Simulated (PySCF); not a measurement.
Where the electron goes

Compound: C₆H₁₄AlP.
Structure used (PBE0-D3(BJ)/def2-SVP), in Å, numbered top down from 1:
```
atom  x, y, z in Å
Al1    2.930   -0.337   -1.489
P2     0.740   -0.253   -0.356
C3     0.356    0.983    0.963
C4    -1.191    1.006    1.040
C5    -1.736   -0.063    0.077
C6    -1.455   -1.474    0.623
C7     0.066   -1.743    0.506
C8    -0.877    0.058   -1.188
H9     2.628   -1.573   -2.472
H10    3.856   -0.617   -0.206
H11    2.953    1.142   -2.118
H12    0.784    1.958    0.685
H13    0.843    0.673    1.899
H14   -1.566    1.996    0.741
H15   -1.547    0.826    2.066
H16   -2.810    0.084   -0.117
H17   -2.012   -2.216    0.031
H18   -1.803   -1.568    1.663
H19    0.573   -1.858    1.475
H20    0.297   -2.640   -0.088
H21   -1.093   -0.705   -1.950
H22   -0.907    1.053   -1.655
```

Theory: TDDFT B3LYP/def2-SVPD, vertical, gas phase, core orbitals frozen in the response (PySCF).

Frontier orbitals with the atoms that hold most of them (Löwdin shares over 4%, at most four atoms; ? is withheld):

```tsv
orbital	ε (eV)	atoms
LUMO+2	0.33	P2 29%, Al1 15%, C3 10%, C7 9%
LUMO+1	0.10	P2 24%, Al1 14%, C3 7%, C7 7%
LUMO	?	?
HOMO	-7.17	Al1 38%, H10 36%, H11 12%, H9 9%
HOMO-1	-7.18	Al1 38%, H9 30%, H11 26%
HOMO-2	-7.67	P2 34%, Al1 22%, H11 7%, H10 6%
HOMO-3	-8.83	C7 14%, C3 13%, P2 12%, C6 12%
```

Question: Give the leading atoms of the LUMO.

Answer: P2 (bonded to Al and 3 C) 10%; C8 (bonded to C, P and 2 H) 9%; C4 (bonded to 2 C and 2 H) 7%; C6 (bonded to 2 C and 2 H) 7%. By element: carbon 23% or more, phosphorus 10%.

Question: What is the LUMO energy, and the HOMO–LUMO gap?

Answer: ε(LUMO) = -0.27 eV; the gap is 6.91 eV (0.2538 hartree).

Question: The HOMO–LUMO gap is 6.91 eV. Where does the response calculation put the lowest singlet, and from which orbitals?

Answer: S1 is at 6.18 eV (f = 0.0002), 0.72 eV below the gap, made of HOMO-1→LUMO (85%), HOMO-1→LUMO+1 (11%). 

Next come S2 at 6.29 eV (f 0.044), HOMO→LUMO (92%); S3 at 6.49 eV (f 0.010), HOMO→LUMO+1 (73%), HOMO-1→LUMO+2 (10%); S4 at 6.50 eV (f 0.010), HOMO-1→LUMO+1 (64%), HOMO→LUMO+2 (19%), HOMO-1→LUMO (8%); S5 at 6.60 eV (f 0.012), HOMO-2→LUMO (81%).

Orbitals of the list HOMO-3 to LUMO+2 that lie within 0.01 eV of each other are written together with a slash and their weights summed (≥ marks a lower bound); for degenerate orbitals outside that list single weights are arbitrary.

Löwdin shares depend on the basis, the more so with diffuse functions.
